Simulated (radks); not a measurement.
Species: the manganese ion Mn+. Configuration: [Ar] 3d6 (not the ground configuration). All-electron calculation, Dirac Kohn-Sham, BLYP, spin-unpolarised, spherical densities, point nucleus; open shells fill j = l - 1/2 first. Program: a radial shooting solver on a logarithmic mesh with Libxc functionals. Some entries of the table are withheld. Estimate them.

| orbital | occ. | eigenvalue (eV) | <r> (bohr) | r(max) (bohr) |
|---|---|---|---|---|
| 1s1/2 | 2 | (1) | 0.06090 | 0.03986 |
| 2s1/2 | 2 | -746.2523 | 0.2793 | 0.2325 |
| 2p1/2 | 2 | -639.7823 | 0.2450 | (2) |
| 2p3/2 | 4 | -629.3341 | 0.2480 | (3) |
| 3s1/2 | 2 | -88.8002 | 0.8567 | 0.7373 |
| 3p1/2 | 2 | -58.6097 | 0.9075 | (4) |
| 3p3/2 | 4 | -57.3579 | 0.9170 | (5) |
| 3d3/2 | 4 | (6) | 1.309 | (7) |
| 3d5/2 | 2 | (8) | 1.317 | (9) |

Answer. 
(1) 1s1/2 eigenvalue (eV): -6433.757
(2) 2p1/2 r(max) (bohr): 0.1866
(3) 2p3/2 r(max) (bohr): 0.1890
(4) 3p1/2 r(max) (bohr): 0.7492
(5) 3p3/2 r(max) (bohr): 0.7564
(6) 3d3/2 eigenvalue (eV): -10.7934
(7) 3d3/2 r(max) (bohr): 0.7740
(8) 3d5/2 eigenvalue (eV): -10.6867
(9) 3d5/2 r(max) (bohr): 0.7769
